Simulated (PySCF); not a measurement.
Gas-phase reaction: SiHBr3 + 2 SiH4 = 3 SiH3Br

Method: PySCF energies plus ideal-gas RRHO corrections (1 bar). The comparison is the NASA 1993 polynomial table, which mixes measured and estimated data. † marks an energy on the PBE0/def2-TZVP geometry and frequencies; other levels use their own. CCSD(T) freezes the core. 6-31G* has spherical d functions here. All species are closed-shell singlets. Br: all electrons, no relativistic terms. CCSD(T) isn't extrapolated to the basis-set limit; its ΔH°(298 K) is 7.2 kJ in def2-SVP and 5.7 kJ in def2-TZVPP. The harmonic model lacks anharmonicity and excited electronic states, which grow with temperature; levels with a mode under 35 cm⁻¹ are left out. Soft modes under 120 cm⁻¹ make the harmonic entropy rough for SiHBr3. The table's entry may be an old estimate for SiHBr3, SiH3Br (not checked at source).

```
level                ΔH°(298 K), kJ  minus table  ΔG°(1800 K), kJ
-------------------  --------------  -----------  ---------------
table                          -0.4            -            -49.9
CCSD(T)/def2-SVP†               7.2          7.6            -39.0
CCSD(T)/def2-TZVPP†             5.7          6.1            -40.6
HF/6-31G*                     -19.4        -19.0            -67.3
PBE0/def2-QZVP†                 1.9          2.3            -44.3
PBE0/def2-SVP†                  6.7          7.1            -39.5
ωB97X-V/def2-TZVP†              3.6          4.0            -42.6
```
